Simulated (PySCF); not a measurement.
An EPR job on `P[B]N1C=CC=C1` [radical].

Method: UKS B3LYP, pcH-1 on B C H N P, non-relativistic, mean-field spin-orbit, GIAO (PySCF 2.14.0). Geometry: GFN2-xTB. A driver script takes a list of jobs; this job's settings line and coordinates (Å) are shown.

Command:
```bash
OMP_NUM_THREADS=1 python probes_run.py task.json out
```

Input:
```
{"job": {"kind": "epr", "basis": "pcH-1"}, "charge": 0, "multiplicity": 2}
P      2.933565    -0.274542     0.342205
B      1.428309     0.801158     0.213366
N      0.096667     0.377153     0.117572
C     -1.014108     1.189042    -0.043495
C     -2.133901     0.426645    -0.080959
C     -1.722415    -0.929120     0.068364
C     -0.372936    -0.926934     0.183605
H      3.945226     0.633358     0.043287
H      2.921070    -0.798859    -0.943252
H     -0.897780     2.252285    -0.123802
H     -3.142147     0.772784    -0.197313
H     -2.366343    -1.786680     0.084541
H      0.320404    -1.735803     0.318154
```

Output:
```
UKS, coarse grid
  cycle   1  E = -576.91408707  |g| = 2.83e-01
  cycle   2  E = -576.88540144  |g| = 3.59e-01
  cycle   3  E = -576.95147903  |g| = 8.75e-02
  cycle   4  E = -576.95494660  |g| = 4.12e-02
  cycle   5  E = -576.95582288  |g| = 1.07e-02
  cycle   6  E = -576.95587466  |g| = 4.24e-03
  cycle   7  E = -576.95588501  |g| = 1.01e-03
  cycle   8  E = -576.95588658  |g| = 5.66e-04
UKS, final grid
  cycle   1  E = -576.95590492  |g| = 6.27e-04
  cycle   2  E = -576.95590480  |g| = 8.49e-04
  cycle   3  E = -576.95590513  |g| = 1.13e-04
  cycle   4  E = -576.95590514  |g| = 4.48e-05
  cycle   5  E = -576.95590514  |g| = 3.57e-05
  cycle   6  E = -576.95590515  |g| = 9.23e-06
E = -576.95590515 Eh   <S^2> = 0.7528 (exact 0.7500)
g shifts (ppm)      1          2          3
  rmc          -106       -106       -106
  gc              8         -5         -3
  oz_so       -1580       -651         40
  total       -1679       -763        -70
hyperfine (MHz)  atom isotope    a_iso     a_fc   dipolar eigenvalues
    0   31P     -13.10     -12.63    -38.58    -33.32     71.90
    1   11B     382.84     382.93    -42.64    -39.24     81.88
    2   14N       5.03       5.03     -2.52     -0.20      2.71
    3   13C      31.23      31.23     -2.31     -2.27      4.58
    4   13C      -0.12      -0.12     -1.48     -0.04      1.52
    5   13C       2.78       2.79     -2.03      0.06      1.97
    6   13C      32.15      32.16     -3.71     -2.68      6.39
    7    1H      58.59      58.59     -4.54     -2.81      7.35
    8    1H      18.36      18.36     -4.85     -0.63      5.48
    9    1H      -0.47      -0.48     -4.67     -2.51      7.18
   10    1H       0.57       0.57     -0.91     -0.59      1.50
   11    1H       5.61       5.62     -0.89     -0.43      1.32
   12    1H      -1.87      -1.87     -3.32     -1.50      4.82
```

rmc, gc and oz_so are the mass-correction, gauge-correction and orbital-Zeeman/spin–orbit parts of the g shift along its three principal axes; a_iso is the isotropic hyperfine coupling and a_fc its Fermi-contact part. The program numbers atoms from 0.

**Question.** Get g_iso from the total shifts.

**Answer.** Their mean is -837 ppm; added to g_e = 2.002319 it gives 2.00148.

Summary of the converged run: ⟨S²⟩ 0.753; g_iso 2.0015.

The structure is a single GFN2-xTB conformer in the gas phase; no vibrational or solvent corrections.

**Question.** Estimate the wall time. Hardware: one thread, Arm Neoverse V1 (aarch64) (shared host). And the peak memory of the process?

**Answer.** About 57 s (density and orbital grids were written too), with 0.87 GiB resident at the peak, the Python interpreter and its libraries included.
Labels such as C1 count atoms from 1, the log's own numbers from 0.
